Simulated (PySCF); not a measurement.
Compound: C5H9NO.
Numbering: `[CH3:1][C:2](=[O:3])[NH:4][CH:5]1[CH2:6][CH2:7]1`

NICS is the negative of the GIAO shielding at a point without a nucleus: at the ring centre (0) and 1 Å above and below it (1); zz is the component along the ring normal. Level: GIAO PBE0/pcSseg-1 (PySCF, non-relativistic, gas phase) on the GFN2-xTB geometry, one conformer.

Ring bond lengths (Å), with Mayer bond orders in brackets: C5–C6 1.498 (0.95), C6–C7 1.503 (0.96), C7–C5 1.498 (0.95).

Question: Give the NICS values of each ring in ppm.

Answer: 
```json
{"ring": "C5–C6–C7", "type": "3-membered carbocycle; formal bonds all single", "NICS(0)": "-40.7", "NICS(1), two faces": "-8.5 / -7.7", "NICS(1)zz, two faces": "-23.3 / -18.8", "rms pucker (Å)": "0.00", "centre to ring atoms, mean (Å)": "0.87"}
```

Question: What do they say, and how far can they be read as aromaticity?

Answer: 
- C5–C6–C7: mean NICS(1)zz -21.0 ppm, shielded. C5, C6, C7 have four or more neighbours, and the NICS criterion for π rings isn't applied. The two faces differ by 4.5 ppm, so no symmetry operation interchanges them. NICS(0) lies 33 ppm below the mean NICS(1).

Question: At the second NICS(1) probe listed for ring C5–C6–C7, 1 Å off the ring, how large is the induced field along the normal in 7.05 T applied along it?

Answer: NICSzz × B0 = -18.8 ppm × 7.05 T = -133 μT, against the applied field.

Question: What are the shieldings of the ring atoms and their hydrogens in the same run (means over atoms taken as equivalent)?

Answer: 
```json
{"atoms": "C5", "environment": "sp3 carbon bound to nitrogen", "σ isotropic (ppm)": "161.9", "principal values of the symmetric part, first atom (ppm)": "117.9, 156.7, 211.0"}
{"atoms": "C6 (×2)", "environment": "three-membered-ring carbon", "σ isotropic (ppm)": "179.7", "principal values of the symmetric part, first atom (ppm)": "149.9, 174.5, 214.7"}
{"atoms": "H on C5", "environment": "methine hydrogen", "σ isotropic (ppm)": "27.88", "principal values of the symmetric part, first atom (ppm)": "21.1, 27.8, 34.7"}
{"atoms": "H on C6 (×2)", "environment": "methylene hydrogen", "σ isotropic (ppm)": "31.01", "principal values of the symmetric part, first atom (ppm)": "25.1, 26.8, 41.1"}
{"atoms": "H on C6 (×2)", "environment": "methylene hydrogen", "σ isotropic (ppm)": "31.56", "principal values of the symmetric part, first atom (ppm)": "26.2, 29.1, 39.4"}
```

Conformer computed: `[CH3:1][C:2](=[O:3])[NH:4][CH:5]1[CH2:6][CH2:7]1`: C1–C2–N4–C5 180°, C2–N4–C5–C6 -145°.
